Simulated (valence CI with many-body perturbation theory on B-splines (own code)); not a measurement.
**Re⁶²⁺: electric-dipole lines**

Level of theory: configuration interaction combined with many-body perturbation theory (CI+MBPT): three valence electrons over a frozen Dirac-Fock core [Ne], a basis of 11 s, 11 p, 10 d, 8 f, 5 g, 2 h functions for each j, with the one-electron correlation potential Σ1, the two-electron term Σ2, the three-electron term Σ3, Breit, model QED; selected CI, second order for the rest, scaled by the run's own slope (own B-spline code, finite nucleus).

The last digits are not significant, and no measured levels were compared; by estimate large intervals hold to a few tenths of a per cent, small ones and those within an open d or f shell to about a per cent.

Lines 151 to 200 of 591 in falling wavelength, among levels below 249.27 Ry, chosen from the strongest by gf and those to the six lowest levels. Wavelengths and rates use the calculated energies. Electric multipoles are in the length gauge, E1 and E2 with the static RPA response of the core. Weak lines are less certain than strong ones. Lines between different terms over intervals too small for the method are left out, as are lines whose strength nearly cancels. The highest levels of a list are the least certain.

Levels are named by their leading jj configuration (3d3/2^4 stands for four electrons in 3d with j = 3/2), which in mixed levels can hold well under half, so a name can repeat and another be missing. Letters in brackets count levels of one name in rising energy.

```tsv
λ vac (nm)	Upper	Lower	A (s⁻¹)	log gf	Branch %
3.965	(3d3/2 3d5/2^2) J=5/2 [b]	(3p3/2 3d3/2 3d5/2) J=7/2 [c]	1.14e+11	-0.79	5.0
3.963	(3s 3d3/2 3d5/2) J=7/2 [a]	(3s 3p3/2 3d3/2) J=5/2 [a]	2.56e+11	-0.32	8.8
3.957	(3p3/2 3d5/2^2) J=1/2	(3p3/2^2 3d5/2) J=1/2	5.84e+11	-0.56	21.5
3.953	(3p3/2^2 3d5/2) J=3/2	(3p3/2^3) J=3/2	4.64e+11	-0.36	9.7
3.950	(3p1/2 3d3/2 3d5/2) J=3/2 [a]	(3p1/2 3p3/2 3d3/2) J=3/2 [a]	1.72e+11	-0.79	40.8
3.949	(3p1/2 3d3/2 3d5/2) J=1/2	(3p1/2 3p3/2 3d3/2) J=1/2 [a]	2.60e+11	-0.92	64.0
3.949	(3p3/2 3d5/2^2) J=3/2 [a]	(3p3/2^2 3d5/2) J=5/2 [a]	3.37e+11	-0.50	13.8
3.945	(3s 3d5/2^2) J=1/2	(3s 3p3/2 3d5/2) J=3/2 [b]	4.12e+11	-0.72	41.9
3.944	(3p1/2 3p3/2 3d5/2) J=3/2 [b]	(3p1/2 3p3/2^2) J=1/2	1.98e+11	-0.73	9.3
3.943	(3p3/2 3d5/2^2) J=5/2 [b]	(3p3/2^2 3d5/2) J=5/2 [a]	3.00e+11	-0.38	10.8
3.940	(3p3/2 3d3/2 3d5/2) J=1/2 [b]	(3p3/2^2 3d3/2) J=3/2 [b]	3.96e+11	-0.73	9.1
3.939	(3d3/2^2 3d5/2) J=3/2	(3p3/2 3d3/2^2) J=3/2 [a]	1.73e+11	-0.79	4.2
3.937	(3p3/2 3d3/2 3d5/2) J=9/2 [b]	(3p3/2^2 3d3/2) J=7/2	5.73e+11	0.12	15.1
3.937	(3p1/2 3d3/2 3d5/2) J=5/2 [a]	(3p1/2 3p3/2 3d3/2) J=5/2 [a]	1.14e+11	-0.80	25.9
3.936	(3p3/2 3d3/2 3d5/2) J=5/2 [c]	(3p3/2^2 3d3/2) J=5/2	2.39e+11	-0.48	5.6
3.934	(3p1/2 3d3/2 3d5/2) J=7/2 [b]	(3p1/2 3p3/2 3d3/2) J=5/2 [b]	2.70e+11	-0.30	11.2
3.929	(3d3/2 3d5/2^2) J=3/2 [a]	(3p3/2 3d3/2 3d5/2) J=5/2 [b]	1.79e+11	-0.78	7.2
3.928	(3p3/2 3d5/2^2) J=3/2 [b]	(3p3/2^2 3d5/2) J=5/2 [b]	2.82e+11	-0.58	9.4
3.926	(3p3/2 3d3/2 3d5/2) J=3/2 [b]	(3p3/2^2 3d3/2) J=1/2	2.32e+11	-0.67	5.3
3.924	(3d3/2 3d5/2^2) J=3/2 [a]	(3p3/2 3d3/2 3d5/2) J=3/2 [a]	2.50e+11	-0.64	10.1
3.920	(3s 3p1/2 3d5/2) J=7/2	(3s 3p1/2 3p3/2) J=5/2	2.02e+11	-0.43	89.4
3.919	(3s^2 3d5/2) J=5/2	(3s^2 3p3/2) J=3/2	3.04e+11	-0.38	100.0
3.918	(3d3/2 3d5/2^2) J=3/2 [b]	(3p3/2 3d3/2 3d5/2) J=5/2 [d]	3.65e+11	-0.47	15.3
3.916	(3s 3p3/2 3d5/2) J=5/2 [b]	(3s 3p3/2^2) J=3/2	5.40e+11	-0.13	16.8
3.914	(3p3/2^2 3d5/2) J=5/2 [b]	(3p3/2^3) J=3/2	6.38e+11	-0.06	13.7
3.912	(3p1/2 3d3/2 3d5/2) J=3/2 [b]	(3p1/2 3p3/2 3d3/2) J=1/2 [b]	1.57e+11	-0.84	5.3
3.909	(3s 3d5/2^2) J=5/2	(3s 3p3/2 3d5/2) J=3/2 [a]	7.28e+10	-1.00	9.1
3.907	(3p1/2 3p3/2 3d5/2) J=5/2 [b]	(3p1/2 3p3/2^2) J=3/2	4.87e+11	-0.18	22.8
3.901	(3d3/2 3d5/2^2) J=7/2 [a]	(3p3/2 3d3/2 3d5/2) J=7/2 [a]	1.66e+11	-0.52	7.1
3.889	(3p3/2 3d5/2^2) J=3/2 [b]	(3p3/2^2 3d5/2) J=3/2	6.48e+11	-0.23	21.5
3.882	(3s 3d3/2 3d5/2) J=5/2 [a]	(3s 3p3/2 3d3/2) J=3/2 [a]	2.57e+11	-0.46	10.4
3.882	(3s 3p3/2 3d5/2) J=7/2 [a]	(3s 3p3/2^2) J=5/2	3.20e+11	-0.24	56.7
3.880	(3p1/2^2 3d5/2) J=5/2	(3p1/2^2 3p3/2) J=3/2	1.28e+11	-0.76	37.7
3.878	(3d3/2 3d5/2^2) J=1/2	(3p3/2 3d3/2 3d5/2) J=3/2 [a]	1.86e+11	-1.08	7.2
3.873	(3p1/2 3p3/2 3d5/2) J=7/2 [b]	(3p1/2 3p3/2^2) J=5/2	3.68e+11	-0.18	30.4
3.871	(3s 3p1/2 3d5/2) J=5/2 [a]	(3s 3p1/2 3p3/2) J=3/2 [a]	2.82e+11	-0.42	95.4
3.868	(3d3/2 3d5/2^2) J=1/2	(3p3/2 3d3/2 3d5/2) J=1/2 [a]	2.31e+11	-0.98	8.9
3.866	(3s 3d5/2^2) J=5/2	(3s 3p3/2 3d5/2) J=7/2 [a]	7.97e+10	-0.97	9.9
3.865	(3p1/2 3d5/2^2) J=1/2	(3p1/2 3p3/2 3d5/2) J=3/2 [b]	4.57e+11	-0.69	60.7
3.859	(3p1/2 3d5/2^2) J=9/2	(3p1/2 3p3/2 3d5/2) J=9/2	1.05e+11	-0.63	24.1
3.859	(3d3/2 3d5/2^2) J=3/2 [b]	(3p3/2 3d3/2 3d5/2) J=3/2 [c]	9.46e+10	-1.07	4.0
3.859	(3d3/2 3d5/2^2) J=11/2	(3p3/2 3d3/2 3d5/2) J=11/2	1.13e+11	-0.52	6.1
3.857	(3s 3p3/2 3d5/2) J=3/2 [b]	(3s 3p3/2^2) J=1/2	2.62e+11	-0.63	8.1
3.847	(3p1/2 3d5/2^2) J=5/2	(3p1/2 3p3/2 3d5/2) J=5/2 [a]	2.88e+11	-0.42	51.7
3.847	(3d3/2 3d5/2^2) J=5/2 [a]	(3p3/2 3d3/2 3d5/2) J=5/2 [a]	9.66e+10	-0.89	3.7
3.842	(3p3/2 3d3/2 3d5/2) J=5/2 [c]	(3p3/2^2 3d3/2) J=3/2 [a]	1.97e+11	-0.58	4.6
3.830	(3s 3d3/2 3d5/2) J=3/2 [a]	(3s 3p3/2 3d3/2) J=1/2 [a]	2.43e+11	-0.67	10.2
3.826	(3p1/2 3d5/2^2) J=3/2	(3p1/2 3p3/2 3d5/2) J=3/2 [a]	2.94e+11	-0.59	44.8
3.821	(3d3/2 3d5/2^2) J=7/2 [b]	(3p3/2 3d3/2 3d5/2) J=7/2 [b]	2.30e+11	-0.39	10.4
3.820	(3p1/2 3d5/2^2) J=7/2	(3p1/2 3p3/2 3d5/2) J=7/2 [a]	1.14e+11	-0.70	19.0
```
